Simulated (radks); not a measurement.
Results of a calculation; reference values are marked as such.
Task: The mean radii <r> (bohr) of the occupied orbitals of an atom or ion are listed with their occupations. Code: a radial shooting solver on a logarithmic mesh with Libxc functionals. Model: scalar-relativistic Kohn-Sham, r2SCAN, spin-polarised, spherical densities, finite nucleus; meta-GGA in the generalised Kohn-Sham scheme; Fermi nuclear charge, rms radius of each element as measured or else 0.836 A^(1/3) + 0.57 fm.

| orbital | occ. | <r> |
|---|---|---|
| 1s up | 1 | 0.01580 |
| 1s down | 1 | 0.01579 |
| 2s up | 1 | 0.06638 |
| 2s down | 1 | 0.06638 |
| 2p up | 3 | 0.06043 |
| 2p down | 3 | 0.06044 |
| 3s up | 1 | 0.1688 |
| 3s down | 1 | 0.1688 |
| 3p up | 3 | 0.1701 |
| 3p down | 3 | 0.1700 |
| 3d up | 5 | 0.1535 |
| 3d down | 5 | 0.1534 |
| 4s up | 1 | 0.3366 |
| 4s down | 1 | 0.3365 |
| 4p up | 3 | 0.3471 |

Name the element and its charge. Open shells, if any, are filled with parallel spins first.

Result: Z = 83, bismuth, charge +50: Bi50+ in [Ar] 3d10 4s2 4p3. The 1s radius gives Z: for a bare nucleus <r> = (2 gamma + 1)/(2Z) with gamma = sqrt(1 - (Z/c)^2), 0.01561 bohr for Z = 83, and screening makes it slightly larger (0.01580 here). The occupations add up to 33, and the charge is Z minus that.
